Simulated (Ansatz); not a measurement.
K2Bi⁻. Total charge -1; triplet. Geometry PBE-D4/def2-TZVPD; atoms count from 1.

Cartesian coordinates in Å:
```
K -0.9154 -0.7718 2.0337
K -0.0204 2.0376 -1.1905
Bi 0.9358 -1.2659 -0.8433
```

In the def2 sets Bi takes a core potential; there is no spin–orbit coupling. The highest occupied level of the charge -1 triplet lies above zero (up to 0.19 eV). It is a level of α spin, whose loss leaves a doublet; that state wasn't run at this geometry and level. The electron is either unbound and held by the finite basis, or the level is raised by self-interaction error. The structure comes from a short search, and lower isomers may exist.

(1) Estimate the Mulliken populations from the PBE0/def2-TZVPD orbitals of Ansatz.

(2) Where does the spin sit?

(3) And the Mayer bond orders between bonded heavy atoms (over 0.3)?

Results:

(1) 
| atom | charge (e) | spin (α − β) |
| --- | --- | --- |
| K1 | -0.13 | 0.22 |
| K2 | -0.13 | 0.22 |
| Bi3 | -0.74 | 1.57 |
Mulliken values and Mayer orders depend strongly on the basis. With diffuse functions, as here, like atoms can get unlike values, and bond orders can come out too low or too high.

(2) Summed by element: K 0.43, Bi 1.57, of 2 unpaired in all. Largest on single atoms: Bi3 1.57, K1 0.22, K2 0.22.

(3) K1–K2 0.49 (4.37 Å); K1–Bi3 0.89 (3.46 Å); K2–Bi3 0.89 (3.46 Å).
